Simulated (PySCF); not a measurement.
# SrSb⁺ at ROHF-CCSD

Level: ROHF-CCSD. basis Sr def2-SVP with ECP28, Sb def2-SVP with ECP28; scalar-relativistic core potentials; PySCF 2.14.

* state: ³Σ⁻ (triplet), unpaired electrons π ↑↑
* bond length: 3.239 Å
* harmonic wavenumber: 131 cm⁻¹
* force constant: 0.517 mdyn/Å
* rotational constant Be: 0.03157 cm⁻¹
* anharmonicity ωexe: 0.537 cm⁻¹
* vibration–rotation constant αe: 0.000134 cm⁻¹
* well depth De to Sr⁺ + Sb: 67 kJ/mol
* dissociation energy D0: 66 kJ/mol

Correlated steps freeze 4 core orbitals. Correlated levels converge slowly with the basis: in double zeta they bind strong bonds too weakly, by up to about 1 eV, and carry superposition errors of some tenths. Spin–orbit coupling is left out, which matters for elements this heavy, above all for dissociation energies. For an ion De counts to the pair picked by the measured ionisation energies or electron affinities, which need not be the lowest pair at this level. The state is the lowest determinant that a PBE0 search found; another state may lie lower at other levels.
